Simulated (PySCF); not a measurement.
Compound: C6H5O2S (doublet state).
Geometry (GFN2-xTB, Å), atoms numbered from 1 in this order:
```
atom  x, y, z in Å
C1     1.1008   -2.6736    0.9500
C2     0.7119   -1.6020    0.3617
C3    -0.4849   -0.8885    0.4327
C4    -1.4537   -0.1661    0.4262
C5    -2.6594    0.6098    0.4713
O6    -3.7293    0.2022    0.8383
O7    -2.4465    1.8681    0.0517
S8     1.9600   -0.7413   -0.7854
C9     2.0580    0.8517    0.0716
H10    1.9513   -3.3103    0.9628
H11   -3.2748    2.3714    0.0854
H12    1.0693    1.2992    0.1249
H13    2.4723    0.7057    1.0653
H14    2.7243    1.4733   -0.5188
```

The hyperfine couplings belong to this conformer and change with its torsions.

As a line formula: `C(/C#CC(=O)O)(=[C]\[H])SC` [radical].

Method used: UKS B3LYP, pcH-1 on C H O S, non-relativistic, mean-field spin-orbit, GIAO in PySCF. Isolated species at its GFN2-xTB geometry (one conformer only). The geometry wasn't refined by DFT: couplings that depend on bond lengths, twists or pyramidal angles can differ widely from those at the functional's own minimum. No stability test was run, so a lower SCF solution isn't excluded.

Task: Where do the isotropic ENDOR lines of H10 and H12/H13/H14 fall at 3346.3 mT, to first order?

Result: ν± = |νn ± a/2|, one line for each electron-spin manifold; νn = |g_N| × 7.62259 MHz/T × B.

```tsv
nuclei	isotope	g_N	νn (MHz)	a_iso (MHz)	lower line (MHz)	upper line (MHz)
H10	1H	5.5857	142.48	26.51	129.22	155.73
H12/H13/H14	1H	5.5857	142.48	8.98	137.99	146.97
```

Task: Which pairs are centred on the nuclear Larmor frequency, and which on half the coupling?

Result: Centred on νn, since |a| < 2νn: H10 and H12/H13/H14. No pair has |a| > 2νn.

Task: At what field would the lower line of H10 fall to zero frequency?

Result: Where νn = |a|/2, that is B = 13.25 MHz/(5.5857 × 7.62259 MHz/T) = 311 mT, as far as first order holds there.

Class means assume fast exchange of nuclei equivalent by connectivity; if that motion is slow, each nucleus keeps its own coupling. The three 1H nuclei of mean +9.0 MHz run from -1.4 to 17.0 MHz in the frozen geometry.
